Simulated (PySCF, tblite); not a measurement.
Compound: C₄H₁₂Si₃.
Numbering: `[CH:1]#[C:2][C@@H:3]([CH3:4])[SiH:5]([SiH3:6])[SiH3:7]` (hydrogens: H8 on C1; H9 on C3; H10, H11, H12 on C4; H13 on Si5; H14, H15, H16 on Si6; H17, H18, H19 on Si7)

Jobs on this species (19 atoms, 78 electrons) with PySCF (density fitting) and tblite. Hardware of each: one thread, Intel Xeon at 2.70 GHz (x86_64), shared host. Other jobs ran on the host; a repeat could differ by tens of per cent or more.

```json
{"level and settings": "GFN2-xTB", "work": "L-BFGS relaxation", "basis functions": "–", "SCF cycles": "–", "wall time": "?"}
{"level and settings": "GFN2-xTB", "work": "Hessian by finite differences", "basis functions": "–", "SCF cycles": "–", "wall time": "?"}
{"level and settings": "PBE0/pcSseg-1", "work": "shieldings, charges and field gradients", "basis functions": "200", "SCF cycles": "13", "wall time": "83 s"}
{"level and settings": "CAM-B3LYP/def2-SVPD", "work": "8 singlets by full TDDFT, 3 Tamm–Dancoff triplets, polarisability", "basis functions": "248", "SCF cycles": "12", "wall time": "1.8 min"}
```

**Question.** Fill in the missing figures.

**Answer.** 
- GFN2-xTB; L-BFGS relaxation: 3.4 s
- GFN2-xTB; Hessian by finite differences: 2.5 s

**Question.** What do all jobs in the table cost together?

**Answer.** About 3.3 min; the longest takes about 55 % of that, and about 43 times as long as the shortest.
